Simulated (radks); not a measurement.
Problem. Dy II, configuration [Xe] 4f10 6s1. Calculated with a radial shooting solver on a logarithmic mesh with Libxc functionals: scalar-relativistic Kohn-Sham, Slater X-alpha with alpha = 0.924, spin-polarised, spherical densities, point nucleus; open shells are filled with parallel spins first (spin-orbit coupling, left out, can overturn this in heavy ions). Some entries of the table are withheld. Estimate them.

| orbital | occ. | eigenvalue (eV) | <r> (bohr) |
|---|---|---|---|
| 1s up | 1 | -53863.84 | 0.02109 |
| 1s down | 1 | -53863.83 | 0.02109 |
| 2s up | 1 | -9011.925 | 0.08956 |
| 2s down | 1 | -9011.822 | 0.08956 |
| 2p up | 3 | -8010.384 | 0.07921 |
| 2p down | 3 | -8010.309 | 0.07920 |
| 3s up | 1 | -2020.912 | 0.2337 |
| 3s down | 1 | -2018.376 | 0.2335 |
| 3p up | 3 | -1712.452 | 0.2323 |
| 3p down | 3 | -1709.939 | 0.2321 |
| 3d up | 5 | -1315.072 | 0.2108 |
| 3d down | 5 | -1313.122 | 0.2106 |
| 4s up | 1 | -410.3558 | 0.5272 |
| 4s down | 1 | -404.9755 | 0.5273 |
| 4p up | 3 | -308.3198 | 0.5580 |
| 4p down | 3 | -303.0049 | 0.5582 |
| 4d up | 5 | -168.8875 | 0.6036 |
| 4d down | 5 | -163.6769 | 0.6046 |
| 5s up | 1 | -59.8958 | (1) |
| 5s down | 1 | -57.1905 | (2) |
| 5p up | 3 | (3) | 1.505 |
| 5p down | 3 | (4) | 1.521 |
| 4f up | 7 | -16.3106 | 0.8093 |
| 4f down | 3 | -11.6767 | 0.8427 |
| 6s up | 1 | -10.4753 | 3.510 |
| 6s down | 0 | -7.7520 | 3.525 |

Solution. 
(1) 5s up <r> (bohr): 1.278
(2) 5s down <r> (bohr): 1.293
(3) 5p up eigenvalue (eV): -35.5219
(4) 5p down eigenvalue (eV): -33.3776
